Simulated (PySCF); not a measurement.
SMILES [SiH](Cl)(Cl)[SiH2][SiH](Cl)Cl (PBE0/def2-SVP optimised geometry):

```
11

Si    -0.691     1.030     0.000
Cl    -1.381     2.976     0.000
Cl     1.381     1.030     0.000
Si    -1.336    -0.054    -1.971
Si    -0.154    -2.072    -2.055
Cl    -0.918    -3.283    -3.545
Cl    -0.439    -2.976    -0.213
H     -1.149     0.382     1.255
H     -2.800    -0.353    -1.960
H     -0.991     0.816    -3.136
H      1.308    -1.938    -2.280
```

Computed with PySCF with PBE0/def2-TZVP.

Q: What are the frontier orbital energies and the dipole moment?

A: HOMO-2 -9.43 eV, HOMO-1 -8.83 eV, HOMO -8.17 eV, LUMO -1.30 eV, LUMO+1 -1.00 eV; dipole moment 0.65 D.

On the same geometry PySCF with PBE/def2-TZVP gives HOMO-2 -8.02 eV, HOMO-1 -7.56 eV, HOMO -7.00 eV, LUMO -2.09 eV, LUMO+1 -1.83 eV; dipole moment 0.60 D.

Meta-Löwdin charges at PBE0/def2-TZVP: Si1 0.63, Cl2 -0.28, Cl3 -0.29, Si4 0.09, Si5 0.63, Cl6 -0.28, Cl7 -0.29, H8 -0.07, H9 -0.04, H10 -0.04, H11 -0.07.
